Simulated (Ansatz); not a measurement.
One change: `[F][Ge]([SH])([Cl])[Cl]` becomes `[SH][Ge]([SH])([Cl])[Cl]`.

Ansatz, PBE0-D4/def2-TZVP geometries, multiplicity 1. Each molecule was computed in one conformer, which needn't be the lowest.

Scalar relativity is left out up to krypton.

```tsv
property	`[F][Ge]([SH])([Cl])[Cl]`
HOMO energy (B3LYP/def2-TZVPP) / eV	-8.26
HOMO–LUMO gap (ωB97M-V/def2-TZVPP) / eV	11.07
HOMO energy (ωB97M-V/def2-TZVPP) / eV	-10.75
HOMO–LUMO gap (PBE/def2-TZVPP) / eV	4.47
LUMO energy (PBE/def2-TZVPP) / eV	-2.75
zero-point energy (PBE0-D4/def2-TZVP) / kJ/mol	38.9
```

Q: What does the change do to each property? (Best estimate.)

A: Ansatz gave: 
| property | `[SH][Ge]([SH])([Cl])[Cl]` | shift |
| --- | --- | --- |
| HOMO energy (B3LYP/def2-TZVPP) / eV | -7.90 | 0.36 |
| HOMO–LUMO gap (ωB97M-V/def2-TZVPP) / eV | 10.60 | -0.47 |
| HOMO energy (ωB97M-V/def2-TZVPP) / eV | -10.38 | 0.37 |
| HOMO–LUMO gap (PBE/def2-TZVPP) / eV | 4.15 | -0.32 |
| LUMO energy (PBE/def2-TZVPP) / eV | -2.74 | 0.01 |
| zero-point energy (PBE0-D4/def2-TZVP) / kJ/mol | 57.7 | 18.8 |

With PBE0 the HOMO rises by 0.36 eV and the LUMO falls by 0.05 eV, so the gap narrows by about 0.41 eV. PBE moves the HOMO by 0.33 eV and ωB97M-V by 0.37 eV. The zero-point energy changes by 18.8 kJ/mol with +3 modes.

B3LYP here is the variant with VWN-RPA as its local correlation; programs differ in this.
